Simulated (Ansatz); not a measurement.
Born–Oppenheimer molecular dynamics of Cl$_{4}$H$_{2}$Ti (7 atoms, charge 0, multiplicity 1). It starts at the highest image of a converged band. Of that band: A vibrational analysis at the climbing image gives 2 clearly imaginary modes (100i, 57i cm⁻¹): a point of higher order. A lower path may pass nearby, or the ends, which weren't checked, may share the extra mode.

These are results of RKS PBE/def2-SVP (Ansatz 0.2.0), not measurements.

- ensemble: NVE (velocity Verlet)
- time step: 0.5 fs
- steps asked: 200
- starting velocities drawn for: 100 K
- seed: 3976

First frame:

```xyz
7
Properties=species:S:1:pos:R:3
Ti -0.382 0.000 -0.345
Cl -0.173 0.000 2.974
Cl 1.770 0.000 0.037
Cl -0.957 1.779 -1.426
Cl -0.957 -1.779 -1.426
H -1.671 0.000 0.801
H -1.120 0.000 1.999
```

How far do the bonds stretch over the last three quarters of this one trajectory? (Pairs bonded in most of those frames.)


```
   bond  mean (Å)  spread (Å)  shortest  longest
Ti1–Cl3     2.190       0.012      2.17     2.21
Ti1–Cl4     2.157       0.025      2.12     2.19
Ti1–Cl5     2.158       0.003      2.15     2.16
 Ti1–H6     1.730       0.006      1.72     1.74
 Cl2–H7     1.359       0.016      1.33     1.39
```

Mean temperature of the second half: 60 K. The conserved energy stayed within 0.0086 meV per atom of its start (net change 0.0043 meV per atom), so the integration is sound. A run of 0.1 ps of so small a system gives no equilibrium averages. The orbitals stay closed-shell, which can raise the energy where a bond breaks towards radicals; this wasn't checked here.

Run time: 6.4 min on 2 threads of Intel(R) Xeon(R) Platinum 8375C CPU @ 2.90GHz (Ice Lake), on a shared host, peak memory 0.19 GiB.
